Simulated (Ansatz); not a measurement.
Consider the isomerisation: `FCO[SiH2][SeH]` → `CO[SiH](F)[SeH]`.

Isolated molecules relaxed with PBE0-D4/def2-TZVP in Ansatz; ΔE leaves out vibrations. CCSD(T)/CBS adds triple-zeta CCSD(T) − MP2 to the extrapolated MP2 energy (def2 sets, frozen cores). DFT in def2-TZVPP. B3LYP here is the variant with VWN-RPA as its local correlation; programs differ in this. For Se outer-core shells are correlated without core-valence functions, which leaves a few kJ/mol of doubt a bond. Scalar relativity is left out up to krypton. One conformer a species, not always the lowest.

Question: Is it downhill or uphill in electronic energy at CCSD(T)/CBS, and by how much? (Estimate.)

Answer: Ansatz gave: Downhill: ΔE = -2.05 eV.

Question: What do these levels give: B3LYP-D4, PBE0, SCS-MP2/def2-TZVPP, MP2/def2-QZVPP, SCS-MP2/def2-QZVPP, MP2/CBS(def2)? (Estimate.)

Answer: The calculation gave: B3LYP-D4 -1.96, PBE0 -1.90, SCS-MP2/def2-TZVPP -2.03, MP2/def2-QZVPP -2.12, SCS-MP2/def2-QZVPP -2.08, MP2/CBS(def2) -2.13 eV.

Largest T1 diagnostic among the species: 0.011.

From PBE to PBE0 (25 % exact exchange), in def2-TZVPP and without D4, ΔE moves by −0.05 eV.
